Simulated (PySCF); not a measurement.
A calculated (BP86, PySCF 2.14, x2c-TZVPPall with one added diffuse shell each of s, p, d, f type, the spin-free X2C one-electron Hamiltonian (Gaussian nucleus)) atom or ion has these occupied shells.

| shell | electrons | orbital energy (eV) | rms radius, mean of both spins (bohr) |
| --- | --- | --- | --- |
| 1s β | 1 | -67176.3 | 0.0211 |
| 1s α | 1 | -67176.3 | 0.0211 |
| 2s α | 1 | -11558.6 | 0.0854 |
| 2s β | 1 | -11558.5 | 0.0854 |
| 2p α | 3 | -10165.8 | 0.0775 |
| 2p β | 3 | -10165.7 | 0.0775 |
| 3s α | 1 | -2664.2 | 0.219 |
| 3s β | 1 | -2664.2 | 0.219 |
| 3p α | 3 | -2247.7 | 0.220 |
| 3p β | 3 | -2247.7 | 0.220 |
| 3d α | 5 | -1745.9 | 0.201 |
| 3d β | 5 | -1745.8 | 0.201 |
| 4s α | 1 | -558.18 | 0.488 |
| 4s β | 1 | -558.12 | 0.488 |
| 4p α | 3 | -420.78 | 0.519 |
| 4p β | 3 | -420.72 | 0.519 |
| 4d α | 5 | -240.88 | 0.563 |
| 4d β | 5 | -240.82 | 0.563 |
| 5s α | 1 | -91.791 | 1.16 |
| 5s β | 1 | -91.088 | 1.16 |
| 5p α | 3 | -58.419 | 1.36 |
| 5p β | 3 | -57.512 | 1.36 |
| 4f α | 7 | -43.845 | 0.719 |
| 4f β | 7 | -43.682 | 0.719 |
| 5d α | 2 | -21.214 | 2.08 |
| 6s β | 1 | -19.736 | 3.09 |

Problem. Name the element and its charge.

Solution. Ta²⁺ (tantalum, charge +2), in [Xe] 4f14 5d2 6s1, 6s spin antiparallel (an excited configuration).
